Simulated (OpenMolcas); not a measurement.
A run on Tb2+.

```
Program             : OpenMolcas
Method              : SS-CASPT2, IPEA 0 Eh, no level shift (closed shells correlated: 5s 5p)
Basis               : ANO-RCC-VQZP [9s8p6d4f3g2h]
Scalar Hamiltonian  : DKH2, point nucleus
Active space        : 9 electrons in 7 orbitals (4f)
State averaging     : 2S+1 = 6 odd, 21 roots; 2S+1 = 4 odd, 108 roots kept (CI in the orbitals of an earlier block); 2S+1 = 2 odd, 17 roots kept (CI in the orbitals of an earlier block)
Spin-orbit coupling : RASSI with atomic mean-field integrals over the reference wave functions, term energies averaged over their components
```

First CASPT2 step and the start of its output:

```
&CASPT2
Multistate=21 1 2 3 4 5 6 7 8 9 10 11 12 13 14 15 16 17 18 19 20 21
Frozen=14 9
IPEA=0.0
MaxIter=60
WThr=0.0 0.3 0.05
PrWF=0.5
NoMix
```

```
--- CASPT2 ---
Orbital specifications:
      -----------------------

      Symmetry species                           1   2
                                                ag  au
      Frozen orbitals                           14   9
      Inactive orbitals                          1   3
      Active orbitals                            0   7
      Secondary orbitals                        51  55
      Deleted orbitals                           0   0
      Number of basis functions                 66  74
Type of calculation                        MS-CASPT2
      Fock operator                              state-specific
      IPEA shift                                 0.00
      Real shift                                 0.00
      Imaginary shift                            0.00
      The input orbitals will be transformed to quasi-canonical
Reference energy:      -11698.0356403860
      E2 (Non-variational):      -0.8492156981
      E2 (Variational):          -0.8492157223
      Total energy:          -11698.8848561083
      Residual norm:              0.0000003522
      Reference weight:           0.84761
      Contributions to the CASPT2 correlation energy
      Active & Virtual Only:         -0.3442702510
      One Inactive Excited:          -0.3241519044
      Two Inactive Excited:          -0.1807935427
Reference energy:      -11698.0356403860
      E2 (Non-variational):      -0.8492125103
      E2 (Variational):          -0.8492125340
      Total energy:          -11698.8848529199
      Residual norm:              0.0000003445
      Reference weight:           0.84762
      Contributions to the CASPT2 correlation energy
      Active & Virtual Only:         -0.3442667829
      One Inactive Excited:          -0.3241519568
...
```

Over all roots the printed reference weights run from 0.43 to 0.85, and roots that are degenerate in the reference spread by up to 640 cm-1.

Task: Did the run give usable levels, and if not, why?

Result: No. The equations converged, but the reference weight falls to 0.43 for at least one root against 0.85 for the best. A drop of that size marks an intruder state, so the energies of such roots and the levels built on them can't be trusted.
